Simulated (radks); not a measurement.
Ionisation of the molybdenum ion Mo21+, [Ar] 3d3, to [Ar] 3d2 as the strength of local exchange is varied. All-electron calculation, scalar-relativistic Kohn-Sham, Slater X-alpha exchange (alpha = 2/3 is LDA exchange), no correlation, spin-polarised, spherical densities, point nucleus; open shells are filled with parallel spins first (spin-orbit coupling, left out, can overturn this in heavy ions). Program: a radial shooting solver on a logarithmic mesh with Libxc functionals.

alpha  E(Mo21+) (hartree)  exchange (hartree)  IE (eV)  -e of the level emptied (eV)  <r> of it (bohr)
0.667         -3791.02870           -90.61882   951.61                   920.84 (3d)            0.3545
0.705         -3796.20474           -95.87694   955.73                   924.98 (3d)            0.3538
0.751         -3802.47738          -102.25581   960.74                   930.01 (3d)            0.3530
0.771         -3805.20698          -105.03394   962.91                   932.20 (3d)            0.3526
0.859         -3817.23423          -117.29158   972.54                   941.89 (3d)            0.3510

NIST Atomic Spectra Database: 953 +/- 4 eV (theoretical). The Delta-SCF value meets it near alpha = 0.68. Open shells are spherical and high-spin; term and fine-structure splittings are not resolved.
